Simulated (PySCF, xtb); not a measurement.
Sn(F)(Me)(NH2)2 (CH7FN2Sn), SMILES [CH3][Sn]([NH2])([NH2])[F].

GFN2-xTB run with xtb at its own geometry gives an orbital gap of 3.70 eV and a dipole moment of 1.89 D.

Geometry optimised at PBE-D3(BJ)/def2-SVP. The structure was generated by enumeration; whether it is a known compound was not checked. The def2 effective core potentials stand for the cores of Sn; spin–orbit coupling is left out. The values are those of a single conformer.

### Question
What does PBE0/def2-TZVP (PySCF) give? (The exact figures need the calculation; the answer reports its results.)

### Answer
gap 6.87 eV (levels -7.61 and -0.74 eV), dipole 1.23 D.
